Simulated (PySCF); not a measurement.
An equivalent PySCF input for H (hydrogen, neutral), 1s1, 2S determinant, with scalar relativity by spin-free X2C-1e:

```python
from pyscf import gto, scf, dft, mp, cc
import basis_set_exchange as bse
mol = gto.M(atom="H 0 0 0", charge=0, spin=1, symmetry="D2h",
            basis=gto.basis.parse(bse.get_basis("dyall-av3z", elements=["H"], fmt="nwchem")),
            nucmod="G")
mf = dft.UKS(mol, xc="BHANDHLYP").sfx2c1e()
mf.irrep_nelec = {'Ag': (1, 0)}
mf.kernel()
```

It reaches the same state as the run whose output follows, with an energy that differs only through the grid. The run itself started from symmetry-adapted Hartree-Fock orbitals and held the occupation by maximum overlap, on a logarithmic radial grid, so the iterations belong to that start.

```
SCF conv_tol = 1e-09
number electrons alpha = 1  beta = 0
XC functionals = BHANDHLYP
    A. D. Becke.,  J. Chem. Phys. 98, 1372 (1993)
    Defined through Gaussian implementation.
cycle= 1 E= -0.498783322920498  delta_E= -0.00015  |g|= 0.00227  |ddm|= 0.0201
cycle= 2 E= -0.498788276696844  delta_E= -4.95e-06  |g|= 0.000368  |ddm|= 0.00421
cycle= 3 E= -0.498788491649455  delta_E= -2.15e-07  |g|= 2.14e-05  |ddm|= 0.00104
cycle= 4 E= -0.498788492770217  delta_E= -1.12e-09  |g|= 9.17e-07  |ddm|= 7.39e-05
cycle= 5 E= -0.498788492771677  delta_E= -1.46e-12  |g|= 3.75e-08  |ddm|= 1.7e-06
converged SCF energy = -0.498788492771677  <S^2> = 0.75  2S+1 = 2
```

For one electron the Hartree and exchange-correlation energies should cancel; what remains is the self-interaction error.
